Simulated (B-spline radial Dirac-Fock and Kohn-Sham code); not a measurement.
# Se⁺ in Watson spheres of different radius

Calculated with an atomic code on a B-spline grid, using Dirac-Fock energy differences between relaxed states, corrected for Breit and QED terms. The ion, [Ar] 3d10 4s2 4p3, sits in a hollow sphere of charge Q = -1, a simple model of the Madelung potential. Inside the sphere an electron's potential energy is raised by the constant 14.40·|Q|/R eV, so binding energies fall by about that much as long as the orbitals stay inside.

| radius (Å) | 14.40 |Q|/R (eV) | 1s (eV) | 2s (eV) | 2p3/2 (eV) | 3s (eV) | 3p3/2 (eV) | 3d3/2 (eV) | 3d5/2 (eV) | 4s (eV) | 4p (eV) |
| --- | --- | --- | --- | --- | --- | --- | --- | --- | --- | --- |
| 1.8 | 8.00 | 12668.9 | 1671.8 | 1447.3 | 245.9 | 176.3 | 66.71 | 65.86 | 24.00 | 11.71 |
| 3 | 4.80 | 12671.9 | 1674.8 | 1450.3 | 248.9 | 179.3 | 69.70 | 68.86 | 27.04 | 14.72 |

From the smallest to the largest radius 1s moves by +3.0 eV, while the constant potential alone would give +3.2 eV; the difference comes from charge outside the sphere and its screening.
